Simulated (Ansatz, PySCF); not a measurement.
Molecule: S$_{3}$ (charge -1, doublet). It need not be the lowest isomer of its formula. 
Coordinates optimised at B3LYP-D3(BJ)/def2-TZVP (Ansatz, an electronic-structure program):
SMILES: [S]S[S-]
```xyz
3

S      0.0077    -0.7143     0.0134
S      1.6969     0.3751    -0.0294
S     -1.7046     0.3392     0.0160
```
Charge -1, spin multiplicity 2.

Quantity: vertical ionisation energy (to the singlet state of charge +0; each state is the SCF solution reached for its spin; for the singlet the Hartree-Fock reference is unstable and T1 is 0.026), in eV. Valence correlation only, unless marked. Open shells are spin-unrestricted. No spin-orbit coupling. No relativistic terms. Anions need diffuse functions: aug- sets have them; def2-D sets add few. CBS(X,Y): correlation extrapolated as X^-3; Hartree-Fock from the larger set. [CCSD(T)-MP2]/basis is that difference in the basis named.

| level | program | vertical ionisation energy (eV) | minus last row |
|---|---|---|---|
| HF/aug-cc-pV(D+d)Z | Ansatz | 2.95 | 0.37 |
| HF/aug-cc-pV(T+d)Z | Ansatz | 2.93 | 0.35 |
| SVWN5/def2-TZVPD | Ansatz | 2.58 | 0.00 |
| PBE/def2-TZVPD | Ansatz | 2.49 | -0.09 |
| B3LYP/def2-TZVPD | Ansatz | 2.74 | 0.16 |
| PBE0/def2-TZVPD | Ansatz | 2.81 | 0.23 |
| M06-2X/def2-TZVPD | PySCF | 2.91 | 0.33 |
| CAM-B3LYP/def2-TZVPD | Ansatz | 2.97 | 0.39 |
| wB97X-V/def2-TZVPD | Ansatz | 3.01 | 0.43 |
| B2PLYP/def2-TZVPD | Ansatz | 2.52 | -0.06 |
| MP2/aug-cc-pV(D+d)Z | Ansatz | 2.23 | -0.35 |
| MP2/aug-cc-pV(T+d)Z | Ansatz | 2.35 | -0.23 |
| RI-MP2/aug-cc-pV(Q+d)Z | Ansatz | 2.40 | -0.18 |
| RI-MP2/CBS(aug-cc-pV(T+d)Z,aug-cc-pV(Q+d)Z) | Ansatz | 2.44 | -0.14 |
| SCS-MP2/aug-cc-pV(D+d)Z | Ansatz | 2.20 | -0.38 |
| SCS-MP2/aug-cc-pV(T+d)Z | Ansatz | 2.31 | -0.27 |
| CCSD/aug-cc-pV(D+d)Z | Ansatz | 2.55 | -0.03 |
| CCSD/aug-cc-pV(T+d)Z | Ansatz | 2.71 | 0.13 |
| CCSD(T)/aug-cc-pV(D+d)Z | Ansatz | 2.32 | -0.26 |
| CCSD(T)/aug-cc-pV(T+d)Z | Ansatz | 2.49 | -0.09 |
| RI-MP2/CBS(aug-cc-pV(T+d)Z,aug-cc-pV(Q+d)Z)+[CCSD(T)-MP2]/aug-cc-pV(T+d)Z | Ansatz | 2.58 | 0.00 |

For comparison, minus the highest occupied orbital energy (PySCF): 0.25 eV at TPSSh/def2-TZVPD, 0.87 eV at PW6B95/def2-TZVPD, 3.44 eV at HF/def2-TZVPD.
